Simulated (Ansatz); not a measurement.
**C2H10BNSi: which of these isomers lies lowest?**

2 of its isomers, all singlets with charge 0: A = `BN([SiH3])CC`; B = `BN(C)[SiH2]C`.

Shapes, held fixed at every level: PBE0-D4/def2-TZVP. Flexible molecules stand in one conformer, not always the lowest. Programs: Ansatz 0.2.0.

A:

```xyz
15

B     0.9785    1.6117   -0.0414
N     0.5654    0.2847    0.0891
Si    0.9145   -0.6716    1.5119
C    -0.1782   -0.3831   -0.9843
C    -1.6804   -0.2684   -0.8091
H     0.7418    2.1989   -1.0612
H     1.5633    2.1401    0.8598
H     1.7559   -1.8368    1.1248
H     1.6160    0.1730    2.5032
H    -0.3433   -1.2107    2.0969
H     0.1219    0.0618   -1.9358
H     0.1138   -1.4394   -1.0243
H    -2.2018   -0.7887   -1.6161
H    -2.0046   -0.7028    0.1392
H    -1.9848    0.7804   -0.8232
```

B:

```xyz
15

B    -1.6825   -0.6256   -1.0895
N    -0.8427   -0.1164   -0.0992
C    -1.0380   -0.4416    1.3083
Si    0.5088    0.9418   -0.4718
C     2.1394    0.1216   -0.0878
H    -2.5901   -1.3472   -0.7788
H    -1.4829   -0.3344   -2.2340
H    -0.1829   -0.9917    1.7141
H    -1.9274   -1.0613    1.4244
H    -1.1657    0.4655    1.9079
H     0.4207    1.3081   -1.9043
H     0.3714    2.1628    0.3730
H     2.9652    0.8002   -0.3178
H     2.2684   -0.7852   -0.6834
H     2.2162   -0.1472    0.9683
```

Electronic energies in kJ/mol, without zero-point or thermal terms.

Problem. Which isomer should be the most stable, and roughly by how much?

Solution. B < A in rising energy, over a span of 40 kJ/mol, by CCSD(T)/CBS estimate. All levels agree on that. The B − A difference spans -43.4 to -35.8 kJ/mol over the levels. The CBS estimate extrapolates MP2 from def2-TZVPP and def2-QZVPP and adds CCSD(T) − MP2 in the triple-zeta set, cores frozen.

| level | kind | B − A |
| --- | --- | --- |
| HF/def2-TZVPP | Hartree–Fock | -35.8 |
| r2SCAN-D4/def2-TZVPP | meta-GGA | -43.4 |
| BHLYP-D4/def2-TZVPP | global hybrid | -39.4 |
| wB97X-V/def2-TZVPP | range-separated hybrid | -38.7 |
| MP2/def2-TZVPP | perturbation theory | -39.6 |
| CCSD/def2-TZVPP | coupled cluster or CI | -37.9 |
| CCSD(T)/CBS estimate | coupled cluster or CI | -39.7 |
